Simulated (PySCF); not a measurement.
## Exact mass, isotope pattern and composition

Species: `O=CC[SiH]1[SiH2][SiH2][SiH2]1`.

Calculated from tabulated atomic weights, isotope masses and abundances; no fragmentation.

Molar mass and exact mass?

For C2H10OSi4, with standard atomic weights, 1 × 15.999 + 2 × 12.011 + 4 × 28.085 + 10 × 1.008 = 162.441 g/mol. From the most abundant isotopes (16O, 12C, 28Si, 1H), 1 × 15.994915 + 2 × 12.000000 + 4 × 27.976927 + 10 × 1.007825 = 161.9809 u.

Work out the cluster of the molecular ion M+•, one line a nominal mass.

```
nominal mass  m/z (centroid)  relative intensity
         162        161.9803               100.0
         163        162.9803                22.6
         164        163.9777                15.6
         165        164.9775                 2.5
         166        165.9750                 0.9
```

Lines under 0.1 % of the tallest are left out. One electron mass, 0.00055 u, is taken off. Abundances used (%; other tables differ somewhat): 16O 99.757, 17O 0.038, 18O 0.205; 12C 98.93, 13C 1.07; 28Si 92.2297, 29Si 4.6832, 30Si 3.0872; 1H 99.9885, 2H 0.0115.

Elemental analysis, calculated?

O 9.85 %, C 14.79 %, Si 69.16 %, H 6.21 %.

Which m/z would the protonated, sodiated and deprotonated molecule have?

[M+H]+ 162.9881, [M+Na]+ 184.9701, [M−H]− 160.9736, for the monoisotopic species (arithmetic only; whether such ions form is another matter).

Count the protons, neutrons and electrons of the monoisotopic species, and give its exact less its nominal mass.

86 protons, 76 neutrons and 86 electrons; 161.9809 − 162 = -0.0191 u.

What resolving power m/Δm just matches the spacing of the species with one 29Si and with one 13C?

They lie 0.00379 u apart at mass 162.98, so m/Δm is about 43000.

Find the degree of unsaturation and check the nitrogen rule.

(2 × 6 + 2 + 0 − 10)/2 = 2; the structure has 1 ring and 1 π bond. The nominal mass 162 is even, with 0 nitrogens, as the rule says.
